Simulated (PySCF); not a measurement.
Dipole moment and polarisability of `FCC1=C[C@@H]2C=C[C@H]1O2`

Compound: C₇H₇FO.
Structure used (PBE0-D3(BJ)/def2-SVP), in Å, numbered top down from 1:
```xyz
16
C7H7FO angstrom
F      2.5738   -1.1153   -1.0498
C      2.1075   -0.2212   -0.1273
C      0.6562   -0.3808    0.1011
C     -0.2225   -1.2140   -0.4560
C     -1.5802   -0.7791    0.1307
C     -1.9152    0.5988   -0.4799
C     -1.0367    1.4331    0.0760
C     -0.2006    0.5339    1.0103
O     -1.1844   -0.3889    1.4383
H      2.6685   -0.3579    0.8167
H      2.3198    0.8058   -0.4850
H     -0.0517   -1.9800   -1.2099
H     -2.3822   -1.5268    0.1520
H     -2.6683    0.7940   -1.2426
H     -0.8771    2.4956   -0.1040
H      0.3060    1.0179    1.8553
```

Level: B3LYP/def2-SVPD (PySCF), static field, nuclei fixed, core orbitals frozen in the response. The polarisability tensor in these axes (au):

```
x   88.72  3.31  4.62
y    3.31 77.57  5.60
z    4.62  5.60 67.06
```

Problem. What are the eigenvalues, a third of the trace, and Δα (Δα² = ½Σ(αi − αj)² over the three pairs)?

Solution. Principal values 64.26, 77.92 and 91.17 au; mean 77.78 au = 11.53 Å³ = 12.82 × 10⁻⁴⁰ C²·m²/J; Δα = 23.31 au (30 % of the mean).

Problem. What is the dipole moment, and where does it point?

Solution. (-0.14, 1.62, -0.57) D, 1.72 D in size, pointing from the negative to the positive side. Measured along this direction, the outermost atoms are H12 at the negative end and H15 at the positive end.

Problem. Find the Langevin capture rate constant for NH4+ (18.034 u) meeting this molecule (126.048 u), k = 2.342 × 10⁻⁹ cm³/s × √(α in Å³ / reduced mass in u).

Solution. The reduced mass is 15.78 u, so k = 2.00 × 10⁻⁹ cm³/s. The formula leaves out the permanent dipole, which adds to the capture rate.

Problem. Rayleigh depolarisation ratio (linearly polarised light, static tensor)?

Solution. ρ = 3Δα²/(45ᾱ² + 4Δα²) = 1629.9/(272262 + 2173.3) = 0.00594.

Problem. Estimate the molar refractivity from the static electronic polarisability.

Solution. Lorentz–Lorenz: R = (4π/3)N_A α = 2.5225 cm³/(mol·Å³) × 11.53 Å³ = 29.1 cm³/mol, in the limit of long wavelengths.

One conformer (not necessarily the lowest) at the PBE0-D3(BJ)/def2-SVP geometry, without solvent, vibrations or thermal averaging.
